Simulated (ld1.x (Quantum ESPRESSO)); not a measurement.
**Plane-wave convergence, ultrasoft potential for Mn (Z = 25)**

```
Element                 : manganese
Generator               : ld1.x (Quantum ESPRESSO) 7.5
Type                    : ultrasoft
Functional              : PBEsol
Relativity              : scalar-relativistic
Frozen core             : [Ne] 3s2
Valence charge          : 13
Reference configuration : 3p6 3d6 4s1 4p0
Partial waves           : 4s (bound): rcut 2.05, rcutus 2.90 bohr; 4s channel at 0.1 Ry: rcut 2.05, rcutus 2.90 bohr; 3p (bound): rcut 1.35, rcutus 1.80 bohr; 4p (bound, empty): rcut 1.35, rcutus 1.80 bohr; 3d (bound): rcut 0.75, rcutus 1.00 bohr; 3d channel at 3.65 Ry: rcut 0.75, rcutus 1.00 bohr
Local potential         : all-electron potential smoothed inside 2.85 bohr (lloc = -1)
Core correction         : Bessel-smoothed model core, default radius (core density twice the valence density)
Augmentation charge     : PSQ, inside the norm-conserving radii
```

The pseudo-atom Hamiltonian at the reference potential is diagonalised in spherical Bessel functions j_l(qr) that vanish at 20 bohr, with q² up to the cutoff. All-electron valence levels (Ry): 4s -0.3043, 3p -3.7013, 4p -0.0652, 3d -0.2492.

**Question.** How do the lowest levels (Ry) of each channel move with the cutoff, and are there ghosts?

**Answer.**

```csv
cutoff (Ry),s #1,p #1,p #2,d #1,d #2,f #1,Σ f·Δε (mRy)
8,-0.3044,-3.3427,-0.0274,0.0557,0.1388,0.1084,3981.7
21,-0.3044,-3.6959,-0.0395,0.0546,0.1329,0.1084,1855.7
45,-0.3044,-3.7012,-0.0647,0.0226,0.0728,0.1084,1631.6
70,-0.3044,-3.7013,-0.0651,-0.2056,0.0595,0.1084,262.3
120,-0.3044,-3.7013,-0.0652,-0.2485,0.0591,0.1084,5.0
230,-0.3044,-3.7013,-0.0652,-0.2492,0.0591,0.1084,0.4
400,-0.3044,-3.7013,-0.0652,-0.2493,0.0591,0.1084,0.0
```

Result: no extra level below or beside the all-electron valence levels (s, p, d, f tested); 10 mRy is reached at 100 Ry and 1 mRy at 180 Ry.

Test run stopped at test 1 of 7 (negative rho).
